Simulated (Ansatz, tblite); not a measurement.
Cost and result up the ladder for dibenzothiophene S,S-dioxide (C12H8O2S) (23 atoms). Total charge 0; singlet. Geometry: PBE-D4/def2-SVP.

```xyz
23

O     0.843   -2.210   -2.042
S    -0.147   -1.851   -1.002
O    -1.239   -2.791   -0.664
C     0.690   -1.292    0.498
C     1.468   -2.085    1.338
C     2.044   -1.473    2.465
C     1.831   -0.106    2.718
C     1.042    0.675    1.857
C     0.459    0.079    0.727
C    -0.397    0.704   -0.303
C    -0.827    2.039   -0.389
C    -1.646    2.431   -1.460
C    -2.042    1.509   -2.446
C    -1.620    0.169   -2.375
C    -0.808   -0.198   -1.304
H     1.623   -3.152    1.122
H     2.665   -2.067    3.152
H     2.288    0.360    3.604
H     0.884    1.743    2.069
H    -0.526    2.772    0.374
H    -1.984    3.476   -1.528
H    -2.684    1.835   -3.277
H    -1.918   -0.568   -3.135
```

Ansatz on 4 threads of Arm Neoverse V2 on a shared host; xTB runs through tblite on one thread. Times are rough, summed over both states, and most runs start from the orbitals of an earlier one. PBE0-D4/def2-SVP serves as the yardstick here, not as an exact answer. The other state is a doublet.

The xTB rows come from tblite.

Raw xTB energies of ions are shifted by several eV.

| level | functions | vertical IE (eV) | difference from PBE0-D4/def2-SVP (eV) |
| --- | --- | --- | --- |
| PBE-D4/def2-SVP | 254 | 8.37 | -0.29 |
| GFN2-xTB | 73 | 13.37 | 4.71 |
| PBE0-D4/def2-SVP | 254 | 8.66 | 0.00 |
| GFN1-xTB | 81 | 14.46 | 5.80 |

Problem. Estimate how long each takes.

Solution. GFN2-xTB 0.035 s; GFN1-xTB 0.041 s; PBE-D4/def2-SVP 21 s; PBE0-D4/def2-SVP 37 s. On shared hardware such times vary by a factor of up to 3.
